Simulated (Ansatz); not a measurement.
Steps of a relaxation of C$_{3}$H$_{8}$Cd (`C[CH2][Cd][CH3]`) with RKS PBE-D4/def2-SVP.

```sh
$ ansatz run in.yaml --threads 4 --pin off --events-out ev --progress --plain --max-ram 10444MiB
```

```yaml
crystal:
  periodic: [false, false, false]
  atoms:
    - {symbol: C, position_ang: [-0.888300, 1.225200, 0.322200]}
    - {symbol: C, position_ang: [-0.476400, 0.042000, 1.075100]}
    - {symbol: Cd, position_ang: [0.798000, -1.091700, 0.440400]}
    - {symbol: C, position_ang: [1.274700, -1.188200, -1.115100]}
    - {symbol: H, position_ang: [-1.339500, 0.953700, -0.693400]}
    - {symbol: H, position_ang: [-1.728000, 1.813700, 0.882300]}
    - {symbol: H, position_ang: [-0.051700, 1.957700, 0.154800]}
    - {symbol: H, position_ang: [-0.021000, 0.362800, 2.055000]}
    - {symbol: H, position_ang: [-1.318300, -0.636600, 1.269800]}
    - {symbol: H, position_ang: [1.617000, -0.190000, -1.298100]}
    - {symbol: H, position_ang: [0.252900, -1.340000, -1.666300]}
    - {symbol: H, position_ang: [1.957600, -1.963800, -1.392600]}
basis:
  gaussian: {orbitals: def2-SVP}
hamiltonian: {xc: pbe, dispersion: d4}
relax: {f_tol: 0.03, max_steps: 200}
```

Positions (Å) and forces (eV/Å) along the path, 10 of 12 steps:

```xyz
12
step=1 energy=-7791.9179 eV
C    -0.888    1.225    0.322   -1.644    2.008   -1.132
C    -0.476    0.042    1.075   -4.109    3.127    5.983
Cd    0.798   -1.092    0.440   -0.829   -2.471   13.485
C     1.275   -1.188   -1.115    4.019   -3.395  -16.679
H    -1.339    0.954   -0.693    0.417    0.372    0.629
H    -1.728    1.814    0.882    0.964   -0.509   -0.790
H    -0.052    1.958    0.155   -0.334   -0.223   -0.093
H    -0.021    0.363    2.055   -1.029    0.150    0.201
H    -1.318   -0.637    1.270   -0.718    0.190    0.614
H     1.617   -0.190   -1.298    0.802    1.093   -0.923
H     0.253   -1.340   -1.666    1.486    0.118    0.308
H     1.958   -1.964   -1.393    0.975   -0.460   -1.603
12
step=2 energy=-7795.8900 eV
C    -0.921    1.250    0.345   -0.597    0.848   -0.553
C    -0.558    0.090    1.227   -1.229    0.804    2.367
Cd    0.812   -1.125    0.508   -0.321   -0.610    4.179
C     1.350   -1.254   -1.243    1.060   -1.154   -5.517
H    -1.327    0.959   -0.667    0.219    0.061    0.460
H    -1.735    1.855    0.847    0.354   -0.095   -0.399
H    -0.070    1.952    0.156   -0.178   -0.152    0.044
H    -0.122    0.422    2.187   -0.744    0.267    0.418
H    -1.408   -0.594    1.379   -0.489    0.213    0.541
H     1.680   -0.222   -1.410    0.455    0.229   -0.549
H     0.331   -1.372   -1.734    0.850   -0.075   -0.059
H     2.045   -2.016   -1.559    0.619   -0.334   -0.933
12
step=3 energy=-7797.1669 eV
C    -0.933    1.258    0.371   -0.103    0.120    0.137
C    -0.621    0.125    1.359   -0.321    0.168    0.449
Cd    0.808   -1.114    0.529   -0.225   -0.016    1.159
C     1.404   -1.302   -1.357    0.523   -0.204   -1.463
H    -1.303    0.926   -0.628    0.064   -0.120    0.179
H    -1.737    1.889    0.808   -0.047    0.182   -0.153
H    -0.070    1.932    0.172   -0.018   -0.077    0.081
H    -0.242    0.494    2.319   -0.381    0.254    0.450
H    -1.489   -0.545    1.491   -0.288    0.184    0.385
H     1.739   -0.255   -1.517    0.280   -0.153   -0.412
H     0.403   -1.409   -1.826    0.211   -0.171   -0.348
H     2.118   -2.055   -1.687    0.305   -0.166   -0.465
12
step=5 energy=-7797.8465 eV
C    -0.999    1.296    0.490   -0.118    0.025    0.145
C    -0.712    0.179    1.516   -0.015    0.045   -0.034
Cd    0.701   -0.991    0.407   -0.072    0.073   -0.141
C     1.518   -1.378   -1.519   -0.036    0.086   -0.152
H    -1.328    0.890   -0.492   -0.040    0.048    0.049
H    -1.803    1.989    0.831    0.018    0.002   -0.018
H    -0.103    1.922    0.283   -0.034    0.018    0.043
H    -0.370    0.587    2.487    0.015   -0.044    0.009
H    -1.620   -0.434    1.697    0.008    0.035    0.087
H     1.934   -0.390   -1.829    0.085   -0.232   -0.041
H     0.601   -1.546   -2.134    0.271   -0.116   -0.011
H     2.259   -2.180   -1.702   -0.082    0.060    0.064
12
step=6 energy=-7797.9770 eV
C    -1.068    1.355    0.552   -0.196    0.114    0.138
C    -0.716    0.184    1.490   -0.126    0.156    0.136
Cd    0.639   -0.897    0.269    0.001   -0.103   -0.057
C     1.565   -1.426   -1.548    0.117   -0.020   -0.453
H    -1.457    1.003   -0.429   -0.066    0.029    0.018
H    -1.849    2.033    0.974    0.058   -0.035   -0.023
H    -0.186    1.988    0.320   -0.002    0.064    0.044
H    -0.316    0.545    2.461    0.021   -0.055   -0.061
H    -1.615   -0.430    1.713    0.054    0.012    0.022
H     2.057   -0.500   -1.931    0.025   -0.202    0.038
H     0.725   -1.649   -2.252    0.233   -0.063    0.107
H     2.297   -2.262   -1.584   -0.119    0.103    0.090
12
step=7 energy=-7798.0742 eV
C    -1.142    1.424    0.611   -0.040   -0.061    0.115
C    -0.717    0.202    1.462   -0.198    0.186    0.008
Cd    0.573   -0.879    0.154    0.089    0.063   -0.110
C     1.616   -1.478   -1.595    0.205   -0.229   -0.322
H    -1.580    1.119   -0.367   -0.034    0.033    0.092
H    -1.902    2.074    1.107    0.068   -0.077    0.018
H    -0.276    2.076    0.364   -0.027    0.038    0.045
H    -0.252    0.512    2.424    0.015   -0.038   -0.137
H    -1.597   -0.425    1.723    0.033    0.034   -0.002
H     2.168   -0.598   -2.004   -0.048   -0.177    0.135
H     0.849   -1.755   -2.359    0.202   -0.041    0.154
H     2.336   -2.328   -1.485   -0.267    0.272    0.004
12
step=8 energy=-7798.1386 eV
C    -1.215    1.489    0.675   -0.137   -0.047    0.127
C    -0.728    0.218    1.413    0.004    0.322   -0.068
Cd    0.564   -0.770    0.017   -0.037   -0.257   -0.049
C     1.669   -1.549   -1.637    0.225   -0.149   -0.149
H    -1.716    1.244   -0.293    0.030    0.054    0.196
H    -1.947    2.096    1.268    0.147   -0.127   -0.080
H    -0.368    2.165    0.421   -0.060    0.020    0.046
H    -0.195    0.471    2.360   -0.070   -0.011   -0.180
H    -1.588   -0.426    1.703    0.088   -0.031   -0.074
H     2.274   -0.713   -2.058   -0.014   -0.181    0.041
H     0.965   -1.880   -2.441    0.165    0.023    0.241
H     2.361   -2.400   -1.392   -0.341    0.383   -0.050
12
step=9 energy=-7798.1927 eV
C    -1.283    1.560    0.736    0.079   -0.200   -0.053
C    -0.709    0.247    1.323   -0.141    0.283    0.066
Cd    0.571   -0.775   -0.069   -0.100    0.084   -0.074
C     1.722   -1.613   -1.658    0.068   -0.095    0.055
H    -1.838    1.381   -0.213    0.005    0.025    0.080
H    -1.992    2.078    1.424    0.083   -0.103    0.003
H    -0.482    2.291    0.494   -0.019   -0.005    0.027
H    -0.150    0.460    2.263    0.000   -0.045   -0.075
H    -1.538   -0.436    1.616    0.063   -0.015   -0.044
H     2.365   -0.817   -2.091    0.012   -0.064    0.005
H     1.038   -1.974   -2.457    0.069   -0.009    0.063
H     2.371   -2.457   -1.333   -0.119    0.144   -0.052
12
step=10 energy=-7798.2149 eV
C    -1.311    1.583    0.766   -0.053    0.064    0.032
C    -0.714    0.271    1.278    0.080   -0.126   -0.008
Cd    0.538   -0.715   -0.161    0.003   -0.011   -0.013
C     1.741   -1.633   -1.662   -0.003    0.021   -0.017
H    -1.924    1.441   -0.149   -0.010    0.007   -0.015
H    -1.977    2.059    1.521   -0.020    0.029    0.013
H    -0.531    2.332    0.517    0.006    0.017   -0.016
H    -0.113    0.440    2.197   -0.004    0.002   -0.009
H    -1.515   -0.444    1.566    0.003    0.011   -0.006
H     2.429   -0.886   -2.108    0.002   -0.009    0.001
H     1.101   -2.036   -2.473    0.003   -0.004    0.004
H     2.351   -2.466   -1.257   -0.008   -0.002    0.034
12
step=12 energy=-7798.2190 eV
C    -1.338    1.609    0.796   -0.009    0.003    0.006
C    -0.711    0.279    1.234    0.004    0.001    0.006
Cd    0.528   -0.687   -0.224   -0.006   -0.002   -0.014
C     1.759   -1.653   -1.669    0.011   -0.010    0.005
H    -1.994    1.494   -0.094    0.008   -0.002    0.010
H    -1.968    2.057    1.598    0.010   -0.006   -0.013
H    -0.573    2.369    0.532   -0.003    0.000    0.000
H    -0.088    0.422    2.144   -0.006    0.003    0.000
H    -1.500   -0.449    1.523   -0.001    0.001   -0.001
H     2.475   -0.935   -2.120   -0.002   -0.004    0.004
H     1.146   -2.088   -2.485    0.000    0.004    0.010
H     2.341   -2.473   -1.199   -0.006    0.012   -0.011
```

It took 17 s on 4 threads of an Arm Neoverse V1 on a shared host, with 0.16 GiB of host memory at the peak.
